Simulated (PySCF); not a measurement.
Species: C7H14Si2.
InChI=1S/C7H14Si2/c1-2-3-7-6-8-4-5-9-7/h4-6H,2-3,8-9H2,1H3

A linear-response calculation (PySCF, def2-SVPD basis, gas phase, vertical, core orbitals frozen in the response) gave these numbers; the functional is withheld.

Orbital energies (eV): HOMO-3 -10.14, HOMO-2 -9.25, HOMO-1 -9.19, HOMO -8.76, LUMO 0.25, LUMO+1 0.53, LUMO+2 1.07.

```
state  E (eV)       f   main configurations (H = HOMO, L = LUMO)
   S1    5.76  0.0005    H-2→L (64%), H-1→L (18%), H-3→L+1 (10%)
   S2    6.00  0.0028  H-2→L+1 (65%), H-1→L+1 (16%), H-3→L (13%)
   S3    6.18   0.043        H→L+1 (50%), H-1→L (24%), H→L (10%)
   S4    6.38   0.108                     H→L (79%), H→L+1 (19%)
   S5    6.75   0.249      H-1→L (47%), H→L+1 (20%), H-2→L (11%)
   S6    7.04  0.0027                                H→L+2 (82%)
```

Triplets (Tamm–Dancoff): T1 3.97 eV, H→L+1 (48%), H→L (30%), H-1→L+1 (9%); T2 4.03 eV, H-1→L (52%), H-1→L+1 (15%), H-2→L (11%); T3 5.28 eV, H-2→L (58%), H-1→L (13%), H-3→L (12%); T4 5.43 eV, H-2→L+1 (57%), H-3→L (15%), H-1→L+1 (14%).

Vertical ionisation energy by ΔSCF with the same functional: 9.29 eV. Mean static polarisability: 133.8 au.

Question: Name the functional.
A. HF
B. PBE0
C. CAM-B3LYP
D. PBE

Answer: C. CAM-B3LYP is range-separated, 19% exact exchange at short range and 65% at long range (ω = 0.33 bohr⁻¹). In this run −ε(HOMO) = 8.76 eV differs from the ΔSCF value by -0.53 eV, and S1 differs from the orbital gap of 9.01 eV by -3.25 eV. The ratio −ε(HOMO)/IP is 0.94. Usual ranges for neutral molecules in this basis: 0.85 to 0.93 with CAM-B3LYP, 0.5 to 0.7 with PBE, 0.7 to 0.83 with PBE0; with Hartree–Fock the ratio is 1 or more (Koopmans' value less the relaxation energy is the ΔSCF value).

Method used: PySCF, TDDFT CAM-B3LYP/def2-SVPD, vertical, gas phase, core orbitals frozen in the response. Geometry: PBE0-D3(BJ)/def2-SVP, one conformer, isolated molecule.

The values belong to the conformer `[CH3:1][CH2:2][CH2:3][C:4]1=[CH:5][SiH2:6][CH:7]=[CH:8][SiH2:9]1`: C1–C2–C3–C4 61°, C2–C3–C4–C5 -122°.
